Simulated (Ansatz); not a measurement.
SiH2Me(NEt2) (C₅H₁₅NSi), relaxed as a singlet with RKS PBE-D4/def2-SVP in Ansatz, starting from the GFN2-xTB geometry. Force threshold 0.02 eV/Å.

Start:

```xyz
22

Si    0.044   -1.659   -0.383
H    -0.522   -1.935   -1.707
H     1.378   -2.260   -0.238
C    -1.088   -2.384    0.969
H    -1.091   -3.470    0.937
H    -2.117   -2.053    0.858
H    -0.759   -2.090    1.964
N     0.237    0.047   -0.297
C    -0.560    0.968   -1.071
C    -1.873    1.345   -0.381
C     1.096    0.655    0.693
C     2.435    1.095    0.099
H    -0.786    0.506   -2.034
H     0.022    1.876   -1.263
H    -2.479    0.455   -0.233
H    -1.680    1.795    0.591
H    -2.429    2.055   -0.987
H     0.595    1.520    1.143
H     1.284   -0.067    1.490
H     2.951    0.234   -0.317
H     2.283    1.820   -0.696
H     3.059    1.547    0.866
```

Q: Estimate the energy that the relaxation releases and the steps that it takes.

A: 0.19 eV, in 11 steps; 83 s on 4 threads of Intel Xeon on a shared host. The force fell under the threshold at step 8, but the optimiser went on. No frequencies were taken in this run, so the end may be a saddle point.

Q: Does the start keep its bonding and symmetry?

A: By distances, no bond broke or formed. The bond that changes most is Si1–H2, from 1.47 to 1.51 Å (atoms count from 1).

Q: Predict the relaxed structure.

A: 
Cartesian coordinates in Å:
```
Si 0.0593 -1.7429 -0.3264
H -0.3893 -2.0996 -1.7218
H 1.3999 -2.3725 -0.0351
C -1.1943 -2.4352 0.9126
H -1.2429 -3.5426 0.8458
H -2.2105 -2.0340 0.7204
H -0.9128 -2.1690 1.9523
N 0.2716 -0.0048 -0.2914
C -0.5718 0.8910 -1.0746
C -1.8110 1.4165 -0.3370
C 1.1565 0.6194 0.6887
C 2.4152 1.2420 0.0741
H -0.8926 0.3564 -1.9951
H 0.0360 1.7544 -1.4326
H -2.4845 0.5842 -0.0464
H -1.5343 1.9618 0.5888
H -2.3881 2.1174 -0.9753
H 0.6059 1.3921 1.2773
H 1.4606 -0.1462 1.4355
H 3.0185 0.4700 -0.4447
H 2.1611 2.0260 -0.6685
H 3.0474 1.7155 0.8536
```
Bond lengths: 2 × C–C 1.53 Å; 2 × C–N 1.46 Å; 1 × N–Si 1.75 Å; 1 × C–Si 1.89 Å; 13 × C–H 1.11 to 1.12 Å; 2 × H–Si 1.51 Å.
